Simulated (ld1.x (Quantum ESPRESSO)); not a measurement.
# Transferability test, TM potential for potassium

- Element: K (Z = 19)
- Generator: ld1.x (Quantum ESPRESSO) 7.5
- Type: norm-conserving Troullier–Martins (Kleinman–Bylander form)
- Functional: PBE
- Relativity: scalar-relativistic
- Frozen core: [Ne] 3s2
- Valence charge: 7
- Reference configuration: 3p6 3d0 4s0 4p0 (charge +1)
- Partial waves: 4s (bound, empty): rc 3.25 bohr; 3p (bound): rc 1.40 bohr; 3d (bound, empty): rc 2.60 bohr; 4f channel at 0.25 Ry: rc 3.45 bohr
- Local potential: all-electron potential smoothed inside 2.65 bohr (lloc = -1)
- Core correction: none

Energies are relative to the spin-unpolarised reference configuration 3p6 3d0 4s0 4p0; without spin polarisation the order of configurations can differ from experiment. Not all tests gave a result: 1 of 6 tests not solved or not reliable. Left out of the table: 3p6 3d0 4s1 4p0 (pseudo-atom not self-consistent, printed error -15.8 eV). The frozen-core shift is the all-electron ΔE with the core orbitals held at their reference shape minus the fully relaxed ΔE.

(1) Give the all-electron excitation energy and the error of the potential for: 3p6 3d0 4s0.5 4p0; 3p6 3d0 4s0 4p1; 3p5 3d0 4s1 4p0; 3p6 3d1 4s0 4p0; 3p6 3d0.5 4s0.5 4p0.

Levels in the configuration 3p6 3d0 4s0 4p1:

```tsv
level	all-electron (eV)	pseudo (eV)
3p	-20.272	-20.310
4p	-1.387	-1.386
```

Note: ghost state, extra bound levels that the all-electron valence spectrum of the same l lacks: s at -2.20 eV. A true bound ghost makes a file unfit for plane-wave use.

## Answers

(1)

```
valence configuration  charge  ΔE all-electron (eV)  error AE − PS (meV)  frozen-core shift (meV)
    3p6 3d0 4s0.5 4p0    +0.5                -2.673                 +6.1                     +0.3
      3p6 3d0 4s0 4p1       0                -2.761                  -16                     +0.1
      3p5 3d0 4s1 4p0      +1                20.616                 +334                     +111
      3p6 3d1 4s0 4p0       0                -1.858                 +0.8                     +0.9
  3p6 3d0.5 4s0.5 4p0       0                -3.096                 +8.6                     +0.6
```
